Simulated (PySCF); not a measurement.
Isomers of C9H11N. Method: PBE0-D3(BJ)/def2-SVP geometry optimisation, gas phase in PySCF. One conformer each; no zero-point energy, no entropy. No frequencies were run at this level. Point groups hold within 0.08 Å.

Question: Rank from lowest to highest electronic energy at this level (kcal/mol).
A. `[cH:1]1[cH:2][cH:3][c:4]2[c:5]([cH:6]1)[CH2:7][CH2:8][CH2:9][NH:10]2` with C4–C5–C7–C8 -22°, C5–C7–C8–C9 49°, C7–C8–C9–N10 -58°, C8–C9–N10–C4 42°
B. `[CH2:1]=[C:2]([CH3:3])[c:4]1[cH:5][cH:6][c:7]([NH2:8])[cH:9][cH:10]1` with C1–C2–C4–C5 159°

Answer: A (0.0), B (18.5).

As drawn, the higher has a C=C bond outside aromatic rings, which the lower lacks.

```json
{"SMILES": "c1ccc2c(c1)CCCN2", "E (Eh)": "-403.60076", "E rel (kcal/mol)": "0.0", "dipole (D)": "2.01", "point group": "C1", "A, B, C (MHz)": "2860, 1155, 846.3"}
{"SMILES": "C=C(C)c1ccc(N)cc1", "E (Eh)": "-403.57126", "E rel (kcal/mol)": "18.5", "dipole (D)": "2.33", "point group": "–", "A, B, C (MHz)": "3562, 789.0, 655.8"}
```

As an exercise, what shares would exp(−E/RT) give at 2000 K from these electronic energies alone (no entropy, no degeneracies)?

RT = 3.974 kcal/mol: c1ccc2c(c1)CCCN2 99.1 %, C=C(C)c1ccc(N)cc1 0.9 %.
